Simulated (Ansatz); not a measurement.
Calculated with Ansatz (gas phase, PBE0-D4/def2-TZVP geometries, no zero-point term in ΔE). CCSD(T)/CBS adds triple-zeta CCSD(T) − MP2 to the extrapolated MP2 energy (def2 sets, frozen cores). This one scheme is used for every species. Each species was taken in one conformer, which may not be the lowest.

`COB(S)S` + H₂S → `SB(S)S` + CH₃OH  (ligand exchange at a B–O bond)

```
  species  CCSD(T)/CBS(def2) energy (Eh)
`COB(S)S`                     -936.67681
      H₂S                     -398.97279
 `SB(S)S`                    -1220.01007
    CH₃OH                     -115.61712
```

Task: Work out ΔE.

Result: ΔE = (-1220.01007) + (-115.61712) − (-936.67681) − (-398.97279) = 0.02241 Eh = +58.8 kJ/mol.

Largest T1 diagnostic among the species: 0.013.

In def2-TZVPP, CCSD(T) changes the Hartree–Fock value by −10.7 kJ/mol (the triples alone add −2.3 kJ/mol) and MP2 by −16.0 kJ/mol.
